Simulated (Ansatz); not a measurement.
C₁₄H₁₁N⁺, that is 1CB with one electron fewer. Charge 1, multiplicity 2. Geometry PBE-D4/def2-SVP, that of the neutral singlet; atoms count from 1.

```
atom   x (Å)   y (Å)   z (Å)
  C1   0.936  -4.021   2.258
  C2   0.614  -2.741   1.533
  C3   0.608  -2.677   0.124
  C4   0.336  -1.481  -0.550
  C5   0.063  -0.291   0.160
  C6  -0.226   0.977  -0.550
  C7  -0.906   0.980  -1.791
  C8  -1.182   2.171  -2.466
  C9  -0.780   3.410  -1.912
 C10  -1.059   4.636  -2.599
 N11  -1.286   5.642  -3.161
 C12  -0.100   3.422  -0.672
 C13   0.168   2.224  -0.008
 C14   0.070  -0.353   1.573
 C15   0.336  -1.552   2.241
 H16   0.314  -4.142   3.168
 H17   0.782  -4.909   1.614
 H18   1.997  -4.035   2.590
 H19   0.827  -3.587  -0.457
 H20   0.365  -1.464  -1.650
 H21  -1.252   0.029  -2.221
 H22  -1.718   2.156  -3.426
 H23   0.222   4.381  -0.240
 H24   0.723   2.249   0.942
 H25  -0.174   0.547   2.157
 H26   0.322  -1.570   3.343
```

(1) Estimate the Mulliken populations from the PBE0/def2-SVP orbitals of Ansatz.

(2) Where does the spin sit?

(3) And the Mayer bond orders between heavy atoms (over 0.3)?

Answers

(1) 
```json
{"atom": "C1", "charge (e)": "-0.02", "spin (α − β)": "-0.02"}
{"atom": "C2", "charge (e)": "-0.07", "spin (α − β)": "0.30"}
{"atom": "C3", "charge (e)": "0.01", "spin (α − β)": "-0.03"}
{"atom": "C4", "charge (e)": "0.01", "spin (α − β)": "0.07"}
{"atom": "C5", "charge (e)": "0.04", "spin (α − β)": "0.20"}
{"atom": "C6", "charge (e)": "0.04", "spin (α − β)": "0.06"}
{"atom": "C7", "charge (e)": "0.00", "spin (α − β)": "0.11"}
{"atom": "C8", "charge (e)": "0.07", "spin (α − β)": "-0.08"}
{"atom": "C9", "charge (e)": "-0.11", "spin (α − β)": "0.25"}
{"atom": "C10", "charge (e)": "-0.03", "spin (α − β)": "-0.09"}
{"atom": "N11", "charge (e)": "0.08", "spin (α − β)": "0.15"}
{"atom": "C12", "charge (e)": "0.07", "spin (α − β)": "-0.08"}
{"atom": "C13", "charge (e)": "0.00", "spin (α − β)": "0.11"}
{"atom": "C14", "charge (e)": "0.00", "spin (α − β)": "0.06"}
{"atom": "C15", "charge (e)": "0.01", "spin (α − β)": "-0.03"}
{"atom": "H16", "charge (e)": "0.10", "spin (α − β)": "0.01"}
{"atom": "H17", "charge (e)": "0.09", "spin (α − β)": "0.00"}
{"atom": "H18", "charge (e)": "0.12", "spin (α − β)": "0.03"}
{"atom": "H19", "charge (e)": "0.07", "spin (α − β)": "0.00"}
{"atom": "H20", "charge (e)": "0.07", "spin (α − β)": "0.00"}
{"atom": "H21", "charge (e)": "0.07", "spin (α − β)": "-0.01"}
{"atom": "H22", "charge (e)": "0.09", "spin (α − β)": "0.00"}
{"atom": "H23", "charge (e)": "0.09", "spin (α − β)": "0.00"}
{"atom": "H24", "charge (e)": "0.07", "spin (α − β)": "-0.01"}
{"atom": "H25", "charge (e)": "0.07", "spin (α − β)": "0.00"}
{"atom": "H26", "charge (e)": "0.07", "spin (α − β)": "0.00"}
```
Mulliken values depend strongly on the basis.

(2) Summed by element: C 0.82, N 0.15, H 0.03, of 1 unpaired in all. Largest on single atoms: C2 0.30, C9 0.25, C5 0.20.

(3) C1–C2 1.07 (1.51 Å); C2–C3 1.28 (1.41 Å); C2–C15 1.27 (1.41 Å); C3–C4 1.50 (1.40 Å); C4–C5 1.24 (1.41 Å); C5–C6 1.14 (1.48 Å); C5–C14 1.24 (1.41 Å); C6–C7 1.26 (1.42 Å); C6–C13 1.26 (1.42 Å); C7–C8 1.46 (1.40 Å); C8–C9 1.28 (1.41 Å); C9–C10 1.12 (1.43 Å); C9–C12 1.28 (1.41 Å); C10–N11 2.91 (1.17 Å); C12–C13 1.46 (1.40 Å); C14–C15 1.50 (1.40 Å).
